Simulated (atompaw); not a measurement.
# Building the PAW (atompaw) potential for Pt (Z = 78) (PBE, scalar-relativistic).

Pt (Z = 78), PAW, made with atompaw 4.2.0.5 (PBE, scalar-relativistic). Core [Kr] 4d10, reference 4f14 5s2 5p6 5d9 6s1 6p0. Waves: 5s (bound): rc 1.60 bohr; 6s (bound): rc 1.90 bohr; 5p (bound): rc 1.60 bohr; 6p (bound, empty): rc 1.90 bohr; 5d (bound): rc 2.50 bohr; 5d channel at 1 Ry: rc 2.50 bohr; 4f (bound): rc 1.00 bohr; 4f channel at -2.4 Ry: rc 1.00 bohr. Local part: bessel scheme, radius 2.00 bohr. Core correction: smooth core density matched at 1.90 bohr. Augmentation charge: besselshape compensation charge, radius 1.80 bohr; PAW radius 2.50 bohr; waves and projectors: custom rrkj vanderbiltortho.

All-electron outer shells of the reference configuration (PBE, scalar-relativistic, ld1.x):

| shell | level (eV) | outermost node (bohr) | outermost maximum (bohr) |
| --- | --- | --- | --- |
| 4p | -519.93 | 0.22 | 0.41 |
| 4d | -306.83 | 0.20 | 0.42 |
| 5s | -101.82 | 0.49 | 0.87 |
| 4f | -70.08 | – | 0.38 |
| 5p | -56.02 | 0.53 | 0.98 |
| 5d | -6.14 | 0.57 | 1.26 |
| 6s | -5.66 | 1.14 | 2.38 |
| 6p | -0.84 | 1.36 | 3.69 |

(1) Estimate the cutoffs (Ry, on a coarse ladder) from which the occupation-weighted sum of valence levels, in a spherical-Bessel basis at the reference potential, stays within 10 and 1 mRy of its value at 400 Ry.

(2) Does the potential have ghost states?

(3) Is the overlap operator S = 1 + Σ q|β⟩⟨β| positive definite (Bessel basis up to 400 Ry)?

(4) Which valence shell sets the plane-wave cutoff?

Answers

(1) 230 Ry and over 300 Ry.

(2) No extra level below or beside the all-electron valence levels (s, p, d, f tested).

(3) Yes: its lowest eigenvalue is 0.08 (p channel).

(4) 4f: its level needs 200 Ry to come within 1 mRy, against 40 Ry for 5p.
